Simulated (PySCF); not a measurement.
SMILES [CH2]B(C)C (C3H8B), doublet (PBE0/def2-SVP optimised geometry):

```
12

C     -0.860    -1.267    -0.002
B     -0.084     0.071     0.000
C     -0.870     1.439     0.000
C      1.493     0.071     0.000
H     -0.365    -2.246    -0.035
H     -1.955    -1.325     0.030
H     -0.337     2.246     0.529
H     -1.902     1.377     0.378
H     -0.939     1.770    -1.055
H      1.955    -0.863    -0.354
H      1.925     0.922    -0.553
H      1.816     0.207     1.051
```

Level of theory: unrestricted PBE0/def2-TZVP (PySCF).

**Question.** What are the frontier orbital energies (α orbitals alone; a β orbital can be the lowest empty one) and the dipole moment?

**Answer.** HOMO-2 -9.02 eV, HOMO-1 -8.55 eV, HOMO -7.34 eV, LUMO 0.59 eV, LUMO+1 0.91 eV; dipole moment 0.38 D.

On the same geometry unrestricted PBE/def2-TZVP run with PySCF gives HOMO-2 -7.60 eV, HOMO-1 -7.16 eV, HOMO -6.06 eV, LUMO -0.41 eV, LUMO+1 0.20 eV; dipole moment 0.38 D.

Meta-Löwdin charges at PBE0/def2-TZVP: C1 -0.25, B2 0.19, C3 -0.46, C4 -0.46, H5 0.12, H6 0.12, H7 0.12, H8 0.11, H9 0.14, H10 0.11, H11 0.12, H12 0.14.
